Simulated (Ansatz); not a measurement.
C₂H₃FSn (`F[C]1=[CH][SnH2]1`) at its PBE0-D4/def2-TZVP geometry, where that method's forces vanish. Charge 0, multiplicity 1. Sn: def2 effective core potential.

| atom | x (Å) | y (Å) | z (Å) |
| --- | --- | --- | --- |
| F1 | 2.200 | 0.550 | 0.750 |
| C2 | 0.969 | 0.315 | 0.314 |
| C3 | 0.043 | 1.096 | -0.211 |
| Sn4 | -0.679 | -0.894 | -0.081 |
| H5 | -0.051 | 2.146 | -0.465 |
| H6 | -0.727 | -1.879 | -1.465 |
| H7 | -1.756 | -1.334 | 1.158 |

For each bond, give half the difference of the two atoms' forces along it (eV/Å; positive pushes the atoms apart) under PBE-D4, r2SCAN-D4, B3LYP-D4, ωB97M-V in def2-TZVPP. (Estimate.)

Ansatz gave: 
```
  bond  length (Å)  PBE-D4  r2SCAN-D4  B3LYP-D4  ωB97M-V
 F1–C2       1.327    0.37       0.28      0.36     0.33
 C2–C3       1.320    0.30       0.04     -0.10    -0.11
C2–Sn4       2.082    0.15       0.03      0.10    -0.17
C3–Sn4       2.121    0.35       0.21      0.32     0.00
 C3–H5       1.084   -0.10      -0.10     -0.16    -0.07
Sn4–H6       1.699   -0.01      -0.06     -0.07    -0.07
Sn4–H7       1.699   -0.01      -0.06     -0.07    -0.07
```

B3LYP here is the variant with VWN-RPA as its local correlation; programs differ in this.
